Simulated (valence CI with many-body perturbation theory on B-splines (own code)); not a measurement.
## E1 line list for Ag41+

Level of theory: configuration interaction combined with many-body perturbation theory (CI+MBPT): four valence electrons over a frozen Dirac-Fock core [He], a basis of 11 s, 11 p, 9 d, 7 f, 5 g, 2 h, 1 i functions for each j, with the one-electron correlation potential Σ1 (screened to all orders), the two-electron term Σ2, the three-electron term Σ3, Breit, model QED; selected single and double excitations, second order for the rest (own B-spline code, finite nucleus).

No measured spectrum was set against this ion. As an estimate, large intervals hold to a few tenths of a per cent, small ones and those within an open d or f shell to about a per cent. Among the levels kept, up to 290 cm⁻¹ of a level comes from second order outside the variational space, and about a tenth of that is noise between levels of different J, which matters for small intervals.

Lines 51 to 100 of 244 in falling wavelength, among levels below 4213.4 eV, chosen from the strongest by gf and those to the six lowest levels. Wavelengths and rates use the calculated energies. Electric multipoles are in the length gauge, E1 and E2 with the static RPA response of the core. Weak lines are less certain than strong ones. Lines between different terms over intervals too small for the method are left out, as are lines whose strength nearly cancels. The highest levels of a list are the least certain.

Levels are named by their leading jj configuration (3d3/2^4 stands for four electrons in 3d with j = 3/2), which in mixed levels can hold well under half, so a name can repeat and another be missing. Letters in brackets count levels of one name in rising energy.

| λ vac (Å) | Upper | Lower | A (s⁻¹) | S (a.u.) |
| --- | --- | --- | --- | --- |
| 60.78 | (2s 2p1/2 2p3/2^2) J=1 [b] | (2s^2 2p3/2^2) J=2 | 4.01e+09 | 1.33e-03 |
| 56.77 | (2p1/2^2 2p3/2^2) J=2 | (2s 2p1/2 2p3/2^2) J=3 | 5.44e+10 | 2.46e-02 |
| 39.07 | (2s 2p1/2 2p3/2^2) J=2 [a] | (2s^2 2p1/2 2p3/2) J=1 | 6.93e+10 | 1.02e-02 |
| 37.25 | (2s 2p1/2 2p3/2^2) J=3 | (2s^2 2p1/2 2p3/2) J=2 | 5.89e+10 | 1.05e-02 |
| 35.95 | (2p1/2 2p3/2^3) J=1 | (2s 2p1/2 2p3/2^2) J=1 [b] | 1.90e+11 | 1.31e-02 |
| 34.79 | (2s 2p3/2^3) J=2 | (2s^2 2p3/2^2) J=2 | 2.65e+11 | 2.75e-02 |
| 34.65 | (2s 2p1/2 2p3/2 3p3/2) J=3 [c] | (2s^2 2p1/2 3p3/2) J=2 | 2.28e+11 | 3.28e-02 |
| 34.34 | (2s 2p1/2 2p3/2 3p3/2) J=2 [c] | (2s^2 2p1/2 3p3/2) J=1 | 2.61e+11 | 2.61e-02 |
| 34.32 | (2p1/2^2 2p3/2^2) J=2 | (2s 2p1/2^2 2p3/2) J=1 | 1.69e+11 | 1.69e-02 |
| 34.23 | (2p3/2^4) J=0 | (2s 2p3/2^3) J=1 | 9.45e+11 | 1.87e-02 |
| 34.22 | (2s 2p1/2 2p3/2 3d3/2) J=3 [c] | (2s^2 2p1/2 3d3/2) J=2 | 1.89e+11 | 2.62e-02 |
| 34.13 | (2s 2p1/2 2p3/2 3d3/2) J=2 [d] | (2s^2 2p1/2 3d3/2) J=1 | 2.32e+11 | 2.27e-02 |
| 34.05 | (2s 2p1/2 2p3/2 3p1/2) J=2 [c] | (2s^2 2p1/2 3p1/2) J=1 | 2.02e+11 | 1.96e-02 |
| 34.01 | (2p1/2 2p3/2^3) J=2 | (2s 2p1/2 2p3/2^2) J=2 [b] | 3.80e+11 | 3.69e-02 |
| 34.00 | (2s 2p1/2 2p3/2 3p1/2) J=1 [b] | (2s^2 2p1/2 3p1/2) J=1 | 3.24e+11 | 1.89e-02 |
| 33.91 | (2s 2p1/2 2p3/2 3p1/2) J=1 [c] | (2s^2 2p1/2 3p1/2) J=0 | 2.66e+11 | 1.54e-02 |
| 33.81 | (2s 2p1/2 2p3/2 3p3/2) J=2 [d] | (2s^2 2p1/2 3p3/2) J=2 | 2.96e+11 | 2.82e-02 |
| 33.75 | (2s 2p1/2 2p3/2 3s) J=2 [c] | (2s^2 2p1/2 3s) J=1 | 2.43e+11 | 2.30e-02 |
| 33.72 | (2s 2p1/2 2p3/2 3s) J=1 [c] | (2s^2 2p1/2 3s) J=1 | 2.44e+11 | 1.38e-02 |
| 33.69 | (2s 2p1/2 2p3/2 3d3/2) J=2 [c] | (2s^2 2p1/2 3d3/2) J=2 | 2.30e+11 | 2.17e-02 |
| 33.53 | (2s 2p1/2 2p3/2 3d3/2) J=1 [c] | (2s^2 2p1/2 3d3/2) J=2 | 3.72e+11 | 2.08e-02 |
| 33.41 | (2s 2p1/2 2p3/2 3p3/2) J=1 [c] | (2s^2 2p1/2 3p3/2) J=1 | 2.19e+11 | 1.21e-02 |
| 33.33 | (2s 2p1/2 2p3/2 3p3/2) J=1 [d] | (2s^2 2p1/2 3p3/2) J=2 | 2.74e+11 | 1.50e-02 |
| 32.88 | (2s 2p1/2 2p3/2^2) J=0 | (2s^2 2p1/2 2p3/2) J=1 | 2.67e+11 | 4.68e-03 |
| 32.69 | (2s 2p1/2^2 2p3/2) J=1 | (2s^2 2p1/2^2) J=0 | 2.97e+11 | 1.54e-02 |
| 32.67 | (2p1/2^2 2p3/2 3s) J=2 | (2s 2p1/2^2 3s) J=1 | 1.82e+11 | 1.56e-02 |
| 32.22 | (2s 2p1/2 2p3/2^2) J=2 [b] | (2s^2 2p1/2 2p3/2) J=2 | 4.55e+11 | 3.76e-02 |
| 31.90 | (2s 2p1/2 2p3/2^2) J=1 [a] | (2s^2 2p1/2 2p3/2) J=1 | 4.49e+11 | 2.16e-02 |
| 31.83 | (2s 2p1/2 2p3/2^2) J=1 [b] | (2s^2 2p1/2 2p3/2) J=2 | 4.26e+11 | 2.04e-02 |
| 31.14 | (2p1/2^2 2p3/2^2) J=0 | (2s 2p1/2^2 2p3/2) J=1 | 5.16e+11 | 7.69e-03 |
| 31.10 | (2s 2p1/2 2p3/2^2) J=2 [b] | (2s^2 2p1/2 2p3/2) J=1 | 2.18e+10 | 1.62e-03 |
| 30.74 | (2s 2p1/2 2p3/2^2) J=1 [b] | (2s^2 2p1/2 2p3/2) J=1 | 2.49e+10 | 1.07e-03 |
| 30.68 | (2s 2p3/2^3) J=1 | (2s^2 2p3/2^2) J=2 | 5.57e+11 | 2.38e-02 |
| 29.93 | (2p1/2^2 2p3/2^2) J=2 | (2s 2p1/2^2 2p3/2) J=2 | 2.08e+11 | 1.38e-02 |
| 22.78 | (2p1/2 2p3/2^3) J=1 | (2s 2p1/2^2 2p3/2) J=1 | 2.92e+10 | 5.11e-04 |
| 20.54 | (2s 2p3/2^3) J=1 | (2s^2 2p1/2 2p3/2) J=1 | 2.41e+10 | 3.09e-04 |
| 3.601 | (2s 2p1/2^2 3s) J=1 | (2s 2p1/2^2 2p3/2) J=1 | 2.44e+12 | 1.69e-04 |
| 3.584 | (2s 2p1/2^2 3s) J=0 | (2s 2p1/2^2 2p3/2) J=1 | 2.52e+13 | 5.72e-04 |
| 3.582 | (2p1/2^2 2p3/2 3s) J=2 | (2p1/2^2 2p3/2^2) J=2 | 1.21e+13 | 1.37e-03 |
| 3.580 | (2s^2 2p1/2 3p3/2) J=1 | (2s 2p1/2^2 2p3/2) J=2 | 3.79e+12 | 2.58e-04 |
| 3.574 | (2s 2p3/2^2 3s) J=2 | (2s 2p3/2^3) J=2 | 2.59e+13 | 2.92e-03 |
| 3.574 | (2p1/2^2 2p3/2 3s) J=1 | (2p1/2^2 2p3/2^2) J=2 | 2.19e+13 | 1.48e-03 |
| 3.561 | (2s 2p1/2 2p3/2 3s) J=3 | (2s 2p1/2 2p3/2^2) J=3 | 9.16e+12 | 1.43e-03 |
| 3.547 | (2s 2p1/2 2p3/2 3s) J=2 [b] | (2s 2p1/2 2p3/2^2) J=3 | 1.58e+13 | 1.74e-03 |
| 3.547 | (2s^2 2p1/2 3s) J=1 | (2s^2 2p1/2 2p3/2) J=2 | 2.14e+13 | 1.41e-03 |
| 3.546 | (2s 2p1/2^2 3s) J=1 | (2s 2p1/2^2 2p3/2) J=2 | 1.95e+13 | 1.29e-03 |
| 3.544 | (2s 2p1/2 2p3/2 3s) J=1 [a] | (2s 2p1/2 2p3/2^2) J=2 [a] | 2.17e+13 | 1.43e-03 |
| 3.540 | (2s^2 2p3/2 3s) J=2 | (2s^2 2p3/2^2) J=2 | 1.39e+13 | 1.52e-03 |
| 3.536 | (2s^2 2p1/2 3s) J=0 | (2s^2 2p1/2 2p3/2) J=1 | 2.72e+13 | 5.93e-04 |
| 3.535 | (2s^2 2p3/2 3s) J=1 | (2s^2 2p3/2^2) J=2 | 2.35e+13 | 1.54e-03 |
